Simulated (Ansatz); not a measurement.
`Cl[CH]1[CH2][GeH2]1` and `[OH][Ge@@H]1[CH2][C@@H]1Cl` differ in one atom or group.

Ansatz, PBE0-D4/def2-TZVP geometries, multiplicity 1. Each molecule was computed in one conformer, which needn't be the lowest.

Scalar relativity is left out up to krypton.

| property | `Cl[CH]1[CH2][GeH2]1` |
| --- | --- |
| size of the dipole moment (ωB97M-V/def2-TZVPP) / D | 2.02 |
| HOMO energy (B3LYP/def2-TZVPP) / eV | -6.44 |
| HOMO energy (ωB97M-V/def2-TZVPP) / eV | -8.74 |
| LUMO energy (ωB97M-V/def2-TZVPP) / eV | 1.77 |
| HOMO energy (PBE/def2-TZVPP) / eV | -5.56 |
| LUMO energy (B3LYP/def2-TZVPP) / eV | -0.30 |

Problem. Give the same properties after the change, and the shifts. (An estimate is asked.)

Solution. The calculation gave: 
```csv
property,`[OH][Ge@@H]1[CH2][C@@H]1Cl`,shift
size of the dipole moment (ωB97M-V/def2-TZVPP) / D,1.79,-0.23
HOMO energy (B3LYP/def2-TZVPP) / eV,-6.44,0.00
HOMO energy (ωB97M-V/def2-TZVPP) / eV,-8.77,-0.03
LUMO energy (ωB97M-V/def2-TZVPP) / eV,1.75,-0.02
HOMO energy (PBE/def2-TZVPP) / eV,-5.47,0.09
LUMO energy (B3LYP/def2-TZVPP) / eV,-0.41,-0.11
```

Dipoles are sizes alone; their direction can turn.

B3LYP here is the variant with VWN-RPA as its local correlation; programs differ in this.
